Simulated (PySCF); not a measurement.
C₈H₁₂P (charge +1).
Geometry (PBE0-D3(BJ)/def2-SVP, Å), atoms numbered from 1 in this order:
```
atom  x, y, z in Å
C1     3.702   -0.007    0.550
C2     2.920    0.366   -0.653
C3     1.589    0.390   -0.845
P4     0.336   -0.030    0.343
C5    -0.649   -1.420   -0.165
C6    -1.979   -1.314   -0.305
C7    -2.809   -0.103   -0.065
C8    -2.124    1.139    0.385
C9    -0.810    1.304    0.601
H10    4.352    0.834    0.842
H11    3.099   -0.299    1.419
H12    4.382   -0.839    0.302
H13    3.524    0.666   -1.520
H14    1.178    0.692   -1.815
H15    0.986   -0.335    1.559
H16   -0.127   -2.358   -0.377
H17   -2.528   -2.203   -0.634
H18   -3.377    0.123   -0.989
H19   -3.607   -0.354    0.659
H20   -2.777    2.004    0.549
H21   -0.400    2.265    0.923
```

Method used: PySCF 2.14.0, PBE0-D3(BJ)/def2-SVP geometry optimisation, gas phase.

Masses are those of the commonest isotopes; rigid-rotor values at the optimised geometry. The values belong to one conformer with, in the numbering `[CH3:1]/[CH:2]=[CH:3]\[PH+:4]1[CH:5]=[CH:6][CH2:7][CH:8]=[CH:9]1`, C2–C3–P4–C5 -118°.

(1) Give the principal moments of inertia and the rotational constants in cm⁻¹.

(2) Classify the top.

(3) Is it planar, by Δ = Ic − Ia − Ib?

(4) Where do the levels up to J = 2 lie, in MHz?

(5) Predict some low-J microwave lines.

Answers

(1) Ia = 147.68, Ib = 649.06, Ic = 721.90 u·Å²; 505379 MHz·u·Å²/I gives 3422, 778.6 and 700.1 MHz, that is A = 0.11415, B = 0.02597, C = 0.02335 cm⁻¹.

(2) A near-prolate asymmetric top; Ray's κ = -0.942.

(3) Not planar: Δ = Ic − Ia − Ib = -74.84 u·Å². For a rigid frame Δ = −2 Σ m c², so Σ m c² = 37.42 u·Å² lies off the ab plane: 13.70 from hydrogen and 23.72 from heavier atoms. The atom farthest from that plane is 1.93 Å away.

(4) Above 0(0,0):
J = 1: 1(0,1) 1479, 1(1,1) 4122, 1(1,0) 4201
J = 2: 2(0,2) 4434, 2(1,2) 7001, 2(1,1) 7237, 2(2,1) 15167, 2(2,0) 15169
The levels of one J sum to (2J + 1)J(J + 1)(A + B + C)/3.

(5) The dipole components (about the centre of mass, as the species is charged) are |μa| = 0.35 D, |μb| = 0.03 D, |μc| = 0.21 D. The squared components, which scale the intensities, stand as 1.00 : 0.01 : 0.37 (a : b : c). Some lines, for components of 0.1 D or more:

| type | branch | J(Ka,Kc) | MHz | lower level (cm⁻¹) |
| --- | --- | --- | --- | --- |
| a | Q | 3(1,2) ← 3(1,3) | 471 | 0.378 |
| a | R | 1(0,1) ← 0(0,0) | 1479 | 0.000 |
| c | Q | 2(1,2) ← 2(0,2) | 2567 | 0.148 |
| c | Q | 1(1,1) ← 1(0,1) | 2643 | 0.049 |
| a | R | 2(0,2) ← 1(0,1) | 2956 | 0.049 |
| c | R | 1(1,0) ← 0(0,0) | 4201 | 0.000 |
| a | R | 3(0,3) ← 2(0,2) | 4429 | 0.148 |
| a | R | 3(1,2) ← 2(1,1) | 4553 | 0.241 |
| c | R | 2(1,1) ← 1(0,1) | 5758 | 0.049 |
| c | R | 3(1,2) ← 2(0,2) | 7355 | 0.148 |
| c | Q | 3(2,2) ← 3(1,2) | 7814 | 0.393 |
| c | Q | 2(2,1) ← 2(1,1) | 7930 | 0.241 |
| c | R | 3(2,1) ← 2(1,1) | 12375 | 0.241 |
| c | R | 3(2,2) ← 2(1,2) | 12602 | 0.234 |
| c | Q | 3(3,1) ← 3(2,1) | 13406 | 0.654 |
| c | R | 3(3,0) ← 2(2,0) | 17849 | 0.506 |
| c | R | 3(3,1) ← 2(2,1) | 17851 | 0.506 |

No frequency check. No vibrational averaging or centrifugal distortion is included, and the geometry carries the error of its method. A rigid rotor knows nothing of internal rotation, which can split or shift real lines.
